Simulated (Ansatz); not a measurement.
**Abstraction of Cl: C2H9ClSi2 + SiH2(CH3)(SiH2) → C2H9Si2 + CH7ClSi2**

Gas-phase species: C2H9ClSi2 `C[SiH2][SiH](C)Cl`, singlet; SiH2(CH3)(SiH2), doublet; C2H9Si2 `C[SiH][SiH2]C`, doublet; CH7ClSi2 `C[SiH2][SiH2]Cl`, singlet. A radical takes Cl: the energy is the difference in strength between two Si–Cl bonds in different surroundings.

Shapes, held fixed at every level: PBE0-D4/def2-TZVP. Flexible molecules stand in one conformer, not always the lowest. Programs: Ansatz 0.2.0. Electronic energies: no zero-point or thermal term.

| level | kind | ΔE (kJ/mol) | less CCSD(T)/CBS estimate |
| --- | --- | --- | --- |
| PBE-D4/def2-TZVPP | GGA | +14.8 | -1.7 |
| PBE0-D4/def2-TZVPP | global hybrid | +15.9 | -0.6 |
| wB97M-V/def2-TZVPP | range-separated hybrid | +17.3 | +0.8 |
| wB97X-V/def2-TZVPP | range-separated hybrid | +16.2 | -0.3 |
| B2PLYP/def2-TZVPP | double hybrid | +14.5 | -2.0 |
| CCSD(T)/def2-TZVPP | coupled cluster or CI | +16.6 | +0.1 |
| CCSD/def2-TZVPP | coupled cluster or CI | +16.3 | -0.2 |
| CCSD(T)/CBS estimate | coupled cluster or CI | +16.5 | 0.0 |

The highest level, CCSD(T)/CBS estimate, gives ΔE = +16.5 kJ/mol; the levels span +14.5 to +17.3. The column of differences is taken from that level and isn't an error. No measured value is set beside it here. Open shells run unrestricted. The CBS estimate extrapolates MP2 from def2-TZVPP and def2-QZVPP and adds CCSD(T) − MP2 in the triple-zeta set, cores frozen.
